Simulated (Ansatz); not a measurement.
Consider the redistribution: `O[SiH](O)N[SiH](F)F` + `C[SiH](F)C#N` → `N#C[SiH](F)F` + `C[SiH](F)N[SiH](O)O`.

Program: Ansatz. Geometries: PBE0-D4/def2-TZVP. ΔE: electronic, gas phase. CCSD(T)/CBS is the MP2 limit (def2-TZVPP, def2-QZVPP) plus CCSD(T) − MP2 in def2-TZVPP, frozen cores. This one scheme is used for every species. DFT in def2-TZVPP. B3LYP here is the variant with VWN-RPA as its local correlation; programs differ in this. One conformer a species, not always the lowest.

`O[SiH](O)N[SiH](F)F`:

Z-matrix (Å, degrees):
```
Si
O 1 1.637
N 1 1.717 2 107.2
O 1 1.630 2 109.2 3 116.8
H 1 1.483 2 111.0 3 -121.9
H 2 0.959 1 118.3 3 70.3
Si 3 1.696 1 126.1 2 0.9
H 3 1.011 1 117.9 2 179.3
H 4 0.958 1 118.0 2 71.7
F 7 1.587 3 107.4 1 -168.0
F 7 1.592 3 109.7 1 -51.1
H 7 1.468 3 116.8 1 70.1
```

`C[SiH](F)C#N`:

Cartesian coordinates in Å:
```
C -0.244 0.077 1.227
Si 0.609 0.090 -0.404
F 1.697 -1.069 -0.488
C -0.628 -0.257 -1.741
N -1.426 -0.445 -2.549
H 0.468 0.269 2.033
H -1.013 0.853 1.255
H -0.723 -0.888 1.407
H 1.262 1.371 -0.741
```

`N#C[SiH](F)F`:

Cartesian coordinates in Å:
```
N -0.263 -2.395 0.330
C -0.138 -1.264 0.158
Si 0.058 0.554 -0.034
F -1.123 1.062 -0.941
F 1.423 0.806 -0.775
H 0.042 1.236 1.262
```

`C[SiH](F)N[SiH](O)O`:

```xyz
15

C    -1.481   -2.146    0.262
Si   -0.107   -0.961    0.624
F     1.275   -1.567    0.045
N    -0.384    0.546   -0.138
Si    0.670    1.913   -0.118
O     2.118    1.370    0.414
O     0.674    2.623   -1.594
H    -1.264   -3.126    0.694
H    -2.421   -1.791    0.692
H    -1.620   -2.274   -0.814
H     0.152   -0.803    2.073
H    -1.218    0.626   -0.702
H     0.269    2.995    0.795
H     2.420    0.507    0.119
H     0.916    2.088   -2.352
```

Is it downhill or uphill in electronic energy at CCSD(T)/CBS, and by how much? (Estimate.)

The calculation gave: Uphill: ΔE = +17.1 kJ/mol.

What do these levels give: PBE-D4, r2SCAN-D4, B3LYP-D4, ωB97M-V, B2PLYP, B3LYP, MP2/def2-TZVPP, SCS-MP2/def2-TZVPP, CCSD(T)/def2-TZVPP, SCS-MP2/def2-QZVPP, HF/CBS(def2), MP2/CBS(def2)? (Best estimate.)

The calculation gave: PBE-D4 16.2, r2SCAN-D4 19.3, B3LYP-D4 17.6, ωB97M-V 17.9, B2PLYP 17.7, B3LYP 19.1, MP2/def2-TZVPP 15.9, SCS-MP2/def2-TZVPP 16.3, CCSD(T)/def2-TZVPP 16.2, SCS-MP2/def2-QZVPP 16.9, HF/CBS(def2) 24.4, MP2/CBS(def2) 16.9 kJ/mol.

Largest T1 diagnostic among the species: 0.013.

In def2-TZVPP, CCSD(T) changes the Hartree–Fock value by −8.2 kJ/mol (the triples alone add −1.4 kJ/mol) and MP2 by −8.4 kJ/mol.
